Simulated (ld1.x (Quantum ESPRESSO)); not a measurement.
## Before and after: TM potential for sulfur

| Quantity | Value |
| --- | --- |
| Element | S (Z = 16) |
| Generator | ld1.x (Quantum ESPRESSO) 7.5 |
| Type | norm-conserving Troullier–Martins (Kleinman–Bylander form) |
| Functional | Wu–Cohen |
| Relativity | scalar-relativistic |
| Frozen core | [Ne] |
| Valence charge | 6 |
| Reference configuration | 3s1.5 3p4.5 |
| Partial waves | 3p (bound): rc 1.65 bohr; 3s (bound): rc 1.10 bohr |
| Local potential | the s channel |
| Core correction | a·sin(br)/r model core, default radius (core density twice the valence density) |

Change: wave 3s (bound): rc 1.10 bohr becomes 3s (bound): rc 0.74 bohr.

Cutoffs: the cutoffs (Ry, on a coarse ladder) from which the occupation-weighted sum of valence levels, in a spherical-Bessel basis at the reference potential, stays within 10 and 1 mRy of its value at 400 Ry; they do not see the model core or the augmentation charge, which bear on the density cutoff. Errors are all-electron minus pseudo energies relative to the spin-unpolarised reference configuration.

Task: What does the change do?

Result: The number of tests that count goes from 7 to 6; of the 6 tests that both files solve, the error grows in 6 and shrinks in 0 by more than 15 % and 0.3 meV (median size 3.3 → 59.8 meV); the range in which the s phases agree narrows (upper end 3.7 → -0.7); the range in which the p phases agree narrows (upper end 5.0 → 1.2); neither file shows a bound ghost at the reference potential, the only one tested. That the errors move this way runs against the usual rule that smaller radii transfer better.

| quantity | base | changed |
| --- | --- | --- |
| cutoffs, loose and tight | 55 Ry, 140 Ry | not determined |
| bound ghosts | none | none |
| largest miss of a reference level, eV | 0.00 | 0.06 |
| tests counted (converged, no solver errors) | 7 of 7 | 6 of 7 |
| error for 3s2 3p4, meV [ΔE -5.13 eV] | -0.4 | -6.1 |
| error for 3s2 3p3, meV [ΔE 6.62 eV] | +2.1 | -118 |
| error for 3s2 3p4.3, meV [ΔE -6.83 eV] | +0.4 | +15 |
| error for 3s2 3p0, meV [ΔE 109.77 eV] | +230 | +692 |
| error for 3s0 3p6, meV [ΔE 15.57 eV] | -4.5 | +101 |
| error for 3s1 3p4, meV [ΔE 17.47 eV] | +4.6 | -19 |
| s: phases at 1.79 bohr within 0.05 rad from the reference energy up to (Ry; the scan ends near 5) | 3.7 | -0.7 |
| p: phases at 1.79 bohr within 0.05 rad from the reference energy up to (Ry; the scan ends near 5) | 5.0 | 1.2 |

Changed file: Tests not counted: 3s2 3p2 (pseudo-atom not self-consistent, printed error +169 meV).
